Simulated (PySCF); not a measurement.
C5H8NO (doublet state).
SMILES with atom numbers: `[C:1]1=[N:2][CH2:3][O:4][CH2:5][CH2:6][CH2:7]1` (hydrogens: H8, H9 on C3; H10, H11 on C5; H12, H13 on C6; H14, H15 on C7)

Level of theory: UKS B3LYP, pcH-1 on C H N O, non-relativistic, mean-field spin-orbit, GIAO in PySCF 2.14.0. Isolated species at its GFN2-xTB geometry (one conformer only). Couplings are sensitive to structure, and on GFN2-xTB geometries they can be far from those on DFT ones. The SCF solution wasn't tested for stability.

Problem. Match the computed a_iso(13C) values +416.9, +121.2, +96.1, +47.6, -1.7 MHz with the sites C1; C3; C5; C6; C7.

Solution. 
| site | a_iso (MHz) | ρ(0) (bohr⁻³) | position | distance from C1 (Å) | spin population | largest \|T\| (MHz) |
| --- | --- | --- | --- | --- | --- | --- |
| C1 | +416.9 | +0.3709 | largest spin population | 0.00 | +0.73 | 104.7 |
| C3 | +121.2 | +0.1078 | 2 bonds from C1 | 2.44 | +0.07 | 18.1 |
| C5 | -1.7 | -0.0016 | 3 bonds from C1 | 2.93 | 0.00 | 1.0 |
| C6 | +47.6 | +0.0424 | 2 bonds from C1 | 2.50 | +0.04 | 8.1 |
| C7 | +96.1 | +0.0855 | 1 bond from C1 | 1.48 | +0.01 | 18.4 |

Problem. Match the computed a_iso(1H) values -8.6, +8.6, +4.4, +0.1 MHz (means over equivalent nuclei) with the sites H8/H9; H10/H11; H12/H13; H14/H15.

Solution. 
```csv
site,a_iso (MHz),ρ(0) (bohr⁻³),position,distance from C1 (Å),bound to,spin population there,largest |T| (MHz)
H8/H9,-8.6,-0.0019,3 bonds from C1,3.09,C3,+0.07,8.5
H10/H11,+0.1,0.0000,4 bonds from C1,3.49,C5,0.00,2.8
H12/H13,+8.6,+0.0019,3 bonds from C1,3.14,C6,+0.04,4.5
H14/H15,+4.4,+0.0010,2 bonds from C1,2.09,C7,+0.01,12.7
```

ρ(0) is the spin density at the nucleus and T the dipolar tensor; entries for several nuclei are means. Largest spin populations (Mulliken): C1 (+0.73), N2 (+0.13) and C3 (+0.07). No atom but C1 exceeds +0.15.

Examples of negative spin density at the nucleus (bohr⁻³): H8/H9 (-0.0019) and C5 (-0.0016).

Means are taken over nuclei equivalent by connectivity, which assumes that they swap fast. The 1H value of +8.6 MHz is a mean of couplings from -2.6 to 19.7 MHz in this one geometry, not an average over conformers. The 1H value of +4.4 MHz is a mean of couplings from -4.0 to 12.8 MHz in this one geometry, not an average over conformers.
